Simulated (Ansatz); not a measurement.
Two isomers of C5H5NO: A = `O=Cc1ccc[nH]1`, B = `Oc1ccncc1`.

Calculated with Ansatz (gas phase, PBE0-D4/def2-TZVP geometries, no zero-point term in ΔE). CBS: MP2 limit from def2 TZ/QZ plus the TZ coupled-cluster correction, frozen cores. Functionals use def2-TZVPP. B3LYP here is the variant with VWN-RPA as its local correlation; programs differ in this. One conformer a species, not always the lowest.

Task: Which isomer does CCSD(T)/CBS put lower? Give the gap. (Best estimate.)

Result: Ansatz gave: B, by 3.4 kcal/mol.

Task: Give E(B) − E(A) in kcal/mol with PBE-D4, B3LYP-D4, BLYP-D4, LDA (SPW92), ωB97M-V, HF/def2-TZVPP, B3LYP. (An estimate is asked.)

Result: Computed: PBE-D4 -0.5, B3LYP-D4 -2.7, BLYP-D4 -1.5, LDA (SPW92) -0.5, ωB97M-V -3.0, HF/def2-TZVPP -6.4, B3LYP -2.2. None reverses the order clearly.

Task: Does the order hold for the free energy at 298.15 K (harmonic terms from PBE0-D4)? (Estimate.)

Result: Computed: Yes: G(B) − G(A) = -2.6 kcal/mol, for one conformer each.

Largest T1 diagnostic: 0.014.

From BLYP to BHLYP (50 % exact exchange), in def2-TZVPP and without D4, E(B) − E(A) moves by −3.4 kcal/mol. At CCSD(T), def2-SVP lies +3.1 kcal/mol from the extrapolated value and def2-TZVPP −0.1 kcal/mol.
